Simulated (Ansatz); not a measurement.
Reaction (substitution at a C–N bond): `C[NH][GeH]([F])[Cl]` + `NC[SeH]` → `CNC[SeH]` + `[NH2][GeH]([F])[Cl]`

Isolated molecules relaxed with PBE0-D4/def2-TZVP in Ansatz; ΔE leaves out vibrations. CCSD(T)/CBS is the MP2 limit (def2-TZVPP, def2-QZVPP) plus CCSD(T) − MP2 in def2-TZVPP, frozen cores. Functionals use def2-TZVPP. B3LYP here is the variant with VWN-RPA as its local correlation; programs differ in this. For Ge, Se outer-core shells are correlated without core-valence functions, which leaves a few kJ/mol of doubt a bond. Scalar relativity is left out up to krypton. Each species was taken in one conformer, which may not be the lowest.

```csv
level,ΔE (kJ/mol),difference from CCSD(T)/CBS
PBE-D4,-14.0,1.0
r2SCAN-D4,-15.4,-0.4
PBE0-D4,-14.8,0.2
B3LYP-D4,-13.9,1.1
ωB97X-V,-15.8,-0.8
ωB97M-V,-16.0,-1.0
B2PLYP,-15.8,-0.8
r2SCAN,-15.5,-0.5
PBE0,-15.2,-0.2
B3LYP,-14.6,0.4
HF/def2-TZVPP,-15.6,-0.6
MP2/def2-TZVPP,-17.2,-2.2
SCS-MP2/def2-TZVPP,-16.2,-1.2
CCSD/def2-TZVPP,-15.7,-0.7
HF/def2-QZVPP,-15.1,-0.1
MP2/def2-QZVPP,-16.6,-1.6
CCSD(T)/CBS,-15.0,0
```

Largest T1 diagnostic among the species: 0.011.
